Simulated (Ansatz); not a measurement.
**Stretch profile**

AlHICl (SMILES [Cl][AlH][I]), singlet, at its PBE0-D4/def2-TZVP minimum:

```tsv
atom	x (Å)	y (Å)	z (Å)
Cl1	-1.9764	0.0347	-0.5444
Al2	0.0417	0.1837	-0.0386
I3	1.2166	-1.8445	0.6914
H4	0.7737	1.5658	-0.1287
```

The bond length Cl1–Al2 (2.086 Å at the minimum) is set to the values below, with the rest relaxed at PBE0-D4/def2-TZVP at each step. Each method's energies count from its own value at the PBE0-D4 minimum structure. Computed with Ansatz 0.2.0 (basis: def2-TZVPP); correlated methods freeze the cores. Filled d shells of the heavier atoms are correlated. Core potentials replace the inner electrons of the atoms past krypton. The def2 sets are not built for correlating such inner shells, so the correlated values are less sure here.

CCSD(T) energies along the scan:
| bond length (Å) | CCSD(T) (kJ/mol) |
| --- | --- |
| 1.794 | 113.9 |
| 1.855 | 65.2 |
| 1.945 | 21.8 |
| 2.050 | 1.5 |
| 2.167 | 4.0 |
| 2.292 | 24.5 |
| 2.425 | 57.5 |
| 2.565 | 98.2 |
| 2.712 | 142.9 |
They count from the CCSD(T) energy at the PBE0-D4 minimum.

Minimum and curvature along this coordinate at CCSD(T): A fifth-order fit through the nearest points gives 2.092 Å, with a curvature of about 17 eV/Å².

Largest difference from the CCSD(T) curve over the scan: PBE-D4 16.7; r2SCAN-D4 5.0; wB97M-V 5.3; MP2 3.7 kJ/mol. Each curve counts from its own value at the minimum.

The T1 diagnostic stays at or below 0.011.

For scale, one of the runs: CCSD(T)/def2-TZVPP, 148 basis functions (an equivalent command: `ansatz run in.yaml --threads 2`). Time: 10 s of wall clock on 2 CPU threads; the host was shared. Peak host memory: 0.73 GiB.
